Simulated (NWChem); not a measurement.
A series in which one site is exchanged, each optimised at PBE0/def2-SVP with NWChem, gas phase unless a solvent is named. For some, no frequency run checked for a minimum. def2 effective core potentials on Y, Bi; no spin-orbit coupling.

A: [F][Ga]([Cl])[Cl] (GaCl2F; site = Ga)
B: [F][Y]([Cl])[Cl] (YCl2F; site = Y)
C: [F][Al]([Cl])[Cl] (AlCl$_{2}$F; site = Al)
D: [F][Bi]([Cl])[Cl] (BiCl2F; site = Bi)

Values for A:

* **dipole (D), PBE0/def2-SVP**: 0.81
* **orbital gap (eV), PBE0/def2-SVP**: 7.62
* **static polarisability, PBE/def2-SVPD (bohr³)**: 55.5
* **lowest singlet excitation, PBE/def2-SVPD, TDA (eV)**: 5.29

Q: How do these values change for the other members?

A: 
```tsv
change from A	B	C	D
dipole (D), PBE0/def2-SVP	-0.20	-0.35	+3.64
orbital gap (eV), PBE0/def2-SVP	-1.40	+0.67	-0.88
static polarisability, PBE/def2-SVPD (bohr³)	+11.2	-4.3	+20.3
lowest singlet excitation, PBE/def2-SVPD, TDA (eV)	-1.11	+0.69	-0.41
```
